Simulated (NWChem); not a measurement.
System: InF, singlet; SMILES [In][F]

Here is an NWChem input.

```
start job
memory heap 200 mb stack 900 mb global 1100 mb
geometry units angstroms noautoz
  In     0.000000     0.000000    -0.299955
  F      0.000000     0.000000     1.696464
end
basis spherical
  * library def2-svp
end
ecp
  In library def2-ecp
end
dft
  xc xcamb88 1.00 lyp 0.81 vwn_5 0.19 hfexch 1.00
  cam 0.33 cam_alpha 0.19 cam_beta 0.46
  iterations 150
  mulliken
end
task dft energy
```

Parts of the log:

```
             Northwest Computational Chemistry Package (NWChem) 7.3.0
             --------------------------------------------------------

 ORDER OF PRIMARY AXIS IS BEING SET TO 4
 C4V symmetry detected

                             Geometry "geometry" -> ""
                             -------------------------

 Output coordinates in angstroms (scale by  1.889725989 to convert to a.u.)

  No.       Tag          Charge          X              Y              Z
 ---- ---------------- ---------- -------------- -------------- --------------
    1 In                  49.0000     0.00000000     0.00000000    -0.30978916
    2 F                    9.0000     0.00000000     0.00000000     1.68662984

 Effective nuclear repulsion energy (a.u.)     116.8928801063

      Symmetry information
      --------------------

 Group name             C4v
 Group number             18
 Group order               8
 No. of unique centers     2

                                 NWChem DFT Module
                                 -----------------

 Summary of "ao basis" -> "ao basis" (spherical)
 ------------------------------------------------------------------------------
       Tag                 Description            Shells   Functions and Types
 ---------------- ------------------------------  ------  ---------------------
 In                         def2-svp                10       26   4s4p2d
 F                          def2-svp                 6       14   3s2p1d

      Symmetry analysis of basis
      --------------------------

        a1         16
        a2          0
        b1          3
        b2          3
        e          18

            General Information
            -------------------
          SCF calculation type: DFT
          Wavefunction type:  closed shell.
          No. of atoms     :     2
          No. of electrons :    30
           Alpha electrons :    15
            Beta electrons :    15
          Charge           :     0
          Spin multiplicity:     1
          Use of symmetry is: on ; symmetry adaption is: on
          Maximum number of iterations: 150
          AO basis - number of functions:    40
                     number of shells:    16
          Convergence on energy requested:  1.00D-06
          Convergence on density requested:  1.00D-05
          Convergence on gradient requested:  5.00D-04

              XC Information
              --------------
                     Hartree-Fock (Exact) Exchange  1.000
                   CAM-Becke88 Exchange Functional  1.000
                      VWN V Correlation Functional  0.190 local
              Lee-Yang-Parr Correlation Functional  0.810

           Range-Separation Parameters
           ---------------------------
           Alpha           :  0.19
           Beta            :  0.46
           Gamma           :  0.33
           Short-Range HF  :     F

             Grid Information
             ----------------
          Grid used for XC integration:  medium
          Radial quadrature: Mura-Knowles
          Angular quadrature: Lebedev.
          Tag              B.-S. Rad. Rad. Pts. Rad. Cut. Ang. Pts.
          ---              ---------- --------- --------- ---------
          In                  1.55      123           7.0       590
          F                   0.50       49           7.0       434
          Grid pruning is: on
          Number of quadrature shells:   172
          Spatial weights used:  Erf1

      Superposition of Atomic Density Guess
      -------------------------------------

 Sum of atomic energies:        -317.34281327

      Non-variational initial energy
      ------------------------------

 Total energy =    -288.301783
 1-e energy   =    -573.830272
 2-e energy   =     235.431540
 HOMO         =      -0.326231
 LUMO         =       0.003496

      Symmetry analysis of molecular orbitals - initial
      -------------------------------------------------

 !! scf_movecs_sym_adapt:    6 vectors were symmetry contaminated

  Symmetry fudging

 !! scf_movecs_sym_adapt:    4 vectors were symmetry contaminated

  Numbering of irreducible representations:

     1 a1          2 a2          3 b1          4 b2          5 e

  Orbital symmetries:

     1 a1          2 a1          3 a1          4 e           5 e
     6 a1          7 a1          8 e           9 e          10 b2
    11 b1         12 a1         13 e          14 e          15 a1
    16 e          17 e          18 a1         19 a1         20 e
    21 e          22 a1         23 b1         24 b2         25 e

     ---------------------------------------------
      Total Density - Mulliken Population Analysis
     ---------------------------------------------

    Atom       Charge   Shell Charges
 -----------   ------   -------------------------------------------------------
    1 In  21    20.17   2.60 -0.60  1.05  0.94  3.25  2.74  0.13  0.03  9.73  0.30
    2 F    9     9.83   1.99  1.16  0.81  3.62  2.25  0.00

   convergence    iter        energy       DeltaE   RMS-Dens  Diis-err
 ---------------- ----- ----------------- --------- --------- ---------
 d= 0,ls=0.0,diis     1   -289.8109359247 -3.40D+02  3.77D-02  6.79D-01
 d= 0,ls=0.0,diis     2   -289.5682478967  2.43D-01  2.05D-02  3.72D+00
 d= 0,ls=0.0,diis     3   -289.9031319178 -3.35D-01  2.18D-03  2.83D-03
 d= 0,ls=0.0,diis     4   -289.9034027320 -2.71D-04  3.31D-04  3.44D-04
 d= 0,ls=0.0,diis     5   -289.9034409978 -3.83D-05  1.15D-04  1.26D-05
  Resetting Diis
 d= 0,ls=0.0,diis     6   -289.9034425182 -1.52D-06  1.89D-05  7.21D-07
 d= 0,ls=0.0,diis     7   -289.9034426249 -1.07D-07  7.02D-06  3.72D-08

         Total DFT energy =     -289.903442624906
      One electron energy =     -575.426331728204
           Coulomb energy =      262.610518337123
    Exchange-Corr. energy =      -27.184577850794
 Nuclear repulsion energy =       50.096948616970

 Numeric. integr. density =       29.999987106782

                  Occupations of the irreducible representations
                  ----------------------------------------------

                     irrep           alpha         beta
                     --------     --------     --------
                     a1                7.0          7.0
                     a2                0.0          0.0
                     b1                1.0          1.0
                     b2                1.0          1.0
                     e                 6.0          6.0

                       DFT Final Molecular Orbital Analysis
                       ------------------------------------

 Vector   13  Occ=2.000000D+00  E=-3.886998D-01  Symmetry=e
              MO Center= -4.7D-15, -5.8D-15,  1.6D+00, r^2= 6.7D-01
   Bfn.  Coefficient  Atom+Function         Bfn.  Coefficient  Atom+Function
  ----- ------------  ---------------      ----- ------------  ---------------
    31      0.494961  2 F  py                30      0.404339  2 F  px
    34     -0.356646  2 F  py                33     -0.291348  2 F  px
    12     -0.079900  1 In py                18      0.078130  1 In d -1
    11     -0.065271  1 In px                20     -0.063825  1 In d  1
    15     -0.061088  1 In py                14     -0.049904  1 In px

 Vector   14  Occ=2.000000D+00  E=-3.886998D-01  Symmetry=e
              MO Center=  6.0D-16, -5.0D-16,  1.6D+00, r^2= 6.7D-01
   Bfn.  Coefficient  Atom+Function         Bfn.  Coefficient  Atom+Function
  ----- ------------  ---------------      ----- ------------  ---------------
    30      0.494961  2 F  px                31     -0.404339  2 F  py
    33     -0.356646  2 F  px                34      0.291348  2 F  py
    11     -0.079900  1 In px                20     -0.078130  1 In d  1
    12      0.065271  1 In py                18     -0.063825  1 In d -1
    14     -0.061088  1 In px                15      0.049904  1 In py

 Vector   15  Occ=2.000000D+00  E=-3.176236D-01  Symmetry=a1
              MO Center= -4.6D-17,  5.2D-17, -1.7D-01, r^2= 3.0D+00
   Bfn.  Coefficient  Atom+Function         Bfn.  Coefficient  Atom+Function
  ----- ------------  ---------------      ----- ------------  ---------------
     3      0.550800  1 In s                  4      0.421962  1 In s
    32     -0.373103  2 F  pz                 1     -0.356527  1 In s
    13     -0.270879  1 In pz                35      0.270174  2 F  pz
    19      0.122087  1 In d  0               2      0.086413  1 In s
    10      0.078842  1 In pz                 7      0.073936  1 In pz

 Vector   16  Occ=0.000000D+00  E=-2.287734D-02  Symmetry=e
              MO Center= -7.6D-15, -2.0D-15, -3.3D-01, r^2= 4.8D+00
   Bfn.  Coefficient  Atom+Function         Bfn.  Coefficient  Atom+Function
  ----- ------------  ---------------      ----- ------------  ---------------
    14      0.659977  1 In px                11      0.436425  1 In px
    30      0.155388  2 F  px                33     -0.145675  2 F  px
    15      0.139010  1 In py                 8     -0.132540  1 In px
     5     -0.122852  1 In px                12      0.091923  1 In py
    25      0.042877  1 In d  1              20     -0.036277  1 In d  1

 Vector   17  Occ=0.000000D+00  E=-2.287734D-02  Symmetry=e
              MO Center=  1.8D-15, -5.3D-15, -3.3D-01, r^2= 4.8D+00
   Bfn.  Coefficient  Atom+Function         Bfn.  Coefficient  Atom+Function
  ----- ------------  ---------------      ----- ------------  ---------------
    15      0.659977  1 In py                12      0.436425  1 In py
    31      0.155388  2 F  py                34     -0.145675  2 F  py
    14     -0.139010  1 In px                 9     -0.132540  1 In py
     6     -0.122852  1 In py                11     -0.091923  1 In px
    23     -0.042877  1 In d -1              18      0.036277  1 In d -1

 Vector   18  Occ=0.000000D+00  E= 4.741466D-02  Symmetry=a1
              MO Center= -1.9D-15, -1.0D-15, -3.2D-01, r^2= 6.3D+00
   Bfn.  Coefficient  Atom+Function         Bfn.  Coefficient  Atom+Function
  ----- ------------  ---------------      ----- ------------  ---------------
    16      0.937378  1 In pz                29     -0.343687  2 F  s
     3      0.220467  1 In s                 13      0.186500  1 In pz
    32     -0.149613  2 F  pz                19      0.128534  1 In d  0
     1     -0.117364  1 In s                  4      0.112248  1 In s
    24     -0.110691  1 In d  0              35      0.110423  2 F  pz

     ---------------------------------------------
      Total Density - Mulliken Population Analysis
     ---------------------------------------------

    Atom       Charge   Shell Charges
 -----------   ------   -------------------------------------------------------
    1 In  21    20.53   2.60 -0.60  1.23  0.70  3.24  2.75  0.39  0.12  9.65  0.43
    2 F    9     9.47   1.99  1.11  0.84  3.32  2.21  0.00

     -------------------------------------------
      Total Density - Lowdin Population Analysis
     -------------------------------------------

    Atom       Charge   Shell Charges
 -----------   ------   -------------------------------------------------------
    1 In  21    20.65   1.41  0.56  1.03  0.90  3.03  2.81  0.55  0.20  9.38  0.78
    2 F    9     9.35   1.98  1.03  0.82  3.21  2.31  0.00

     Multipole analysis of the density
     ---------------------------------

     L   x y z        total         alpha         beta         nuclear
     -   - - -        -----         -----         ----         -------
     0   0 0 0     -0.000000    -15.000000    -15.000000     30.000000

     1   1 0 0      0.000000      0.000000      0.000000      0.000000
     1   0 1 0     -0.000000     -0.000000     -0.000000      0.000000
     1   0 0 1     -1.123126     -8.757396     -8.757396     16.391665

     2   2 0 0    -18.696797     -9.348398     -9.348398      0.000000
     2   1 1 0     -0.000000     -0.000000     -0.000000      0.000000
     2   1 0 1     -0.000000     -0.000000     -0.000000      0.000000
     2   0 2 0    -18.696797     -9.348398     -9.348398      0.000000
     2   0 1 1     -0.000000     -0.000000     -0.000000      0.000000
     2   0 0 2    -25.494582    -62.059828    -62.059828     98.625075
```

Level: CAM-B3LYP/def2-SVP with def2 effective core potentials on In. Low-valent species are run as closed-shell singlets; no triplet was tried in these runs. Geometry: optimised at PBE0/def2-SVP. def2 effective core potentials on In; no spin-orbit coupling.
